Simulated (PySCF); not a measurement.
H3BCl2FN, singlet, PBE0/def2-SVP optimised geometry.

```
8

B     -0.20    -0.77     0.00
F     -0.75    -1.28     1.14
Cl     1.63    -0.77     0.00
Cl    -0.96    -1.44    -1.54
N     -0.61     0.81     0.00
H     -0.26     1.26    -0.84
H     -0.21     1.28     0.82
H     -1.63     0.91     0.02
```

Density from PBE0/def2-TZVP run with PySCF at that geometry.

Minimum of the electron density along straight lines between bonded atoms, close to the bond critical point (lines longer than 1.1 times the sum of covalent radii, or with two minima, are not listed):

```json
[
 {"bond": "B1–F2", "length / Å": "1.360", "ρ at the minimum / e bohr⁻³": "(withheld)", "∇²ρ there / e bohr⁻⁵": "(withheld)", "position (fraction from the first atom)": "0.33"},
 {"bond": "B1–Cl3", "length / Å": "1.836", "ρ at the minimum / e bohr⁻³": "0.132", "∇²ρ there / e bohr⁻⁵": "-0.10", "position (fraction from the first atom)": "0.30"},
 {"bond": "B1–Cl4", "length / Å": "1.836", "ρ at the minimum / e bohr⁻³": "0.132", "∇²ρ there / e bohr⁻⁵": "-0.10", "position (fraction from the first atom)": "0.30"},
 {"bond": "B1–N5", "length / Å": "1.635", "ρ at the minimum / e bohr⁻³": "0.126", "∇²ρ there / e bohr⁻⁵": "(withheld)", "position (fraction from the first atom)": "0.32"},
 {"bond": "N5–H6", "length / Å": "1.022", "ρ at the minimum / e bohr⁻³": "0.333", "∇²ρ there / e bohr⁻⁵": "-1.76", "position (fraction from the first atom)": "0.75"},
 {"bond": "N5–H7", "length / Å": "1.023", "ρ at the minimum / e bohr⁻³": "0.332", "∇²ρ there / e bohr⁻⁵": "-1.73", "position (fraction from the first atom)": "0.75"},
 {"bond": "N5–H8", "length / Å": "1.023", "ρ at the minimum / e bohr⁻³": "0.332", "∇²ρ there / e bohr⁻⁵": "-1.73", "position (fraction from the first atom)": "0.75"}
]
```

Question: What belongs in the gaps?

Answer: 
- B1–F2, ρ at the minimum / e bohr⁻³: 0.188
- B1–F2, ∇²ρ there / e bohr⁻⁵: 1.03
- B1–N5, ∇²ρ there / e bohr⁻⁵: 0.17
